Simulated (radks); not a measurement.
The mean radii <r> (bohr) of the occupied orbitals of an atom or ion are listed with their occupations. Method: Dirac Kohn-Sham, RPBE, spin-unpolarised, spherical densities, point nucleus; computed with a radial shooting solver on a logarithmic mesh with Libxc functionals.

orbital  occ.      <r>
1s1/2       2  0.02558
2s1/2       2   0.1093
2p1/2       2  0.09193
2p3/2       4  0.09793
3s1/2       2   0.2916
3p1/2       2   0.2815
3p3/2       4   0.2934
3d3/2       4   0.2644
3d5/2       6   0.2681
4s1/2       2   0.6739
4p1/2       2   0.6969
4p3/2       4   0.7240
4d3/2       4   0.7946
4d5/2       6   0.8045
5s1/2       2    1.640
5p1/2       2    1.861
5p3/2       4    1.945
6s1/2       2    4.842

Name the element and its charge. Open shells, if any, are shared by 2j + 1.

Answer. Z = 56, barium, charge 0: Ba in [Xe] 6s2. The 1s radius gives Z: for a bare nucleus <r> = (2 gamma + 1)/(2Z) with gamma = sqrt(1 - (Z/c)^2), 0.02523 bohr for Z = 56, and screening makes it slightly larger (0.02558 here). The occupations add up to 56, and the charge is Z minus that.
